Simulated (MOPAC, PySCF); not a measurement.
[Ti(OH)2(Br)2], neutral singlet in the gas phase. 

Z-matrix (Å, degrees):
```
Ti
O 1 1.7650
H 2 0.9747 1 137.15
O 1 1.7739 2 109.08 3 177.93
H 4 0.9761 1 129.89 2 -1.09
Br 1 2.3687 2 108.75 3 57.34
Br 1 2.3689 2 108.91 3 -61.32
```
Charge 0, multiplicity 1.

All levels are single points at this geometry (BP86-D3(BJ)/def2-SVP); Pople sets use spherical d functions. Orbital energies aren't observables, and empty levels follow the basis.

```tsv
level	HOMO (eV)	LUMO (eV)	gap (eV)	dipole (D)	vertical IE, Delta-SCF (eV)
PBE-D3(BJ)/def2-TZVP in PySCF	-7.01	-3.79	3.22	3.18	–
TPSSh-D3(BJ)/def2-TZVP in PySCF	-7.61	-3.43	4.17	3.26	–
B3LYP/3-21G in PySCF	-7.63	-2.85	4.78	4.26	–
B3LYP/6-311+G** (LANL2DZ on Br, Ti) in PySCF	-8.12	-3.61	4.51	3.54	–
B3LYP/6-31G* (LANL2DZ on Ti) in PySCF	-7.95	-3.36	4.59	3.68	10.11
BP86/6-31G* (LANL2DZ on Ti) in PySCF	-7.08	-4.00	3.08	3.71	–
M06-2X/6-31G* (LANL2DZ on Ti) in PySCF	-9.46	-2.51	6.95	3.83	–
SVWN5/6-31G* (LANL2DZ on Ti) in PySCF	-7.12	-4.02	3.09	3.73	–
HF/3-21G in PySCF	-10.97	0.70	11.67	4.60	–
HF/6-31G* (LANL2DZ on Ti) in PySCF	-11.16	0.23	11.39	3.84	–
HF/STO-3G in PySCF	-8.14	6.81	14.96	3.66	–
PM6 in MOPAC	-10.30	-2.69	7.61	3.89	–
PM7 in MOPAC	-9.63	-1.34	8.29	2.45	–
```
